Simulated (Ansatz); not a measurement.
Two isomers of CH8O2Si2: A = `O[SiH2]C[SiH2]O`, B = `C[SiH2][SiH](O)O`.

Gas-phase electronic energies from Ansatz, PBE0-D4/def2-TZVP geometries. CBS: MP2 limit from def2 TZ/QZ plus the TZ coupled-cluster correction, frozen cores. DFT in def2-TZVPP. B3LYP here is the variant with VWN-RPA as its local correlation; programs differ in this. One conformer a species, not always the lowest.

(1) Which is lower in electronic energy at CCSD(T)/CBS, and by how much? (Estimate.)

(2) Give E(B) − E(A) in kJ/mol with CCSD(T)/def2-TZVPP, B3LYP, PBE-D4, PBE0-D4, HF/def2-TZVPP, ωB97M-V, MP2/def2-TZVPP. (Best estimate.)

Largest T1 diagnostic: 0.012.

Answers

(1) Computed: A, by 16.4 kJ/mol.

(2) The calculation gave: CCSD(T)/def2-TZVPP 16.6, B3LYP 7.9, PBE-D4 1.0, PBE0-D4 6.8, HF/def2-TZVPP 18.3, ωB97M-V 20.4, MP2/def2-TZVPP 23.3. None reverses the order clearly.

From PBE to PBE0 (25 % exact exchange), in def2-TZVPP and without D4, E(B) − E(A) moves by +6.3 kJ/mol. The D4 term adds +3.8 kJ/mol with B3LYP and +1.8 kJ/mol with PBE0; it sums over pairs of atoms, weighted by their polarisabilities, and B3LYP, whose exchange is more repulsive, gets the larger term.
